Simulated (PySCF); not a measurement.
```xyz
6
charge 0 multiplicity 1, angstrom
Se    0.0000    0.0000   -0.2403
O     0.0000    0.0000    1.3934
H     1.1268    0.0000   -1.2556
H     0.0000    1.5471   -0.2750
H    -1.1268    0.0000   -1.2556
H     0.0000   -1.5471   -0.2750
```

All numbers come from PBE0 in PySCF with Se def2-TZVP, O def2-TZVP, H def2-TZVP; no relativity; density-fitted integrals.

This geometry of H4SeO is a stationary point at this level.

(1) What is the point group?

(2) Is it a minimum?

(3) What are the dipole moment and the gap between the highest occupied and lowest empty levels?

(4) Give the atomic charges and bond orders.

(5) Give the ideal-gas entropy at 298.15 K and 1 bar by parts.

Results:

(1) C2v.

(2) Yes: all harmonic wavenumbers are real.

(3) 4.17 D and 6.17 eV.

(4) 
```
atom  Mulliken  Löwdin  polar tensor  Mayer order to Se1
 Se1      0.32    0.37          1.62                   –
  O2     -0.55   -0.44         -0.74                1.63
H3,5      0.09    0.04         -0.17                0.81
H4,6      0.02   -0.01         -0.27                0.80
```

(5) translation 166.3, rotation 82.3, vibration 7.4, spin 0.0; total 256.0 J/(mol K).

Only a few start shapes were tried, so a lower isomer may exist.
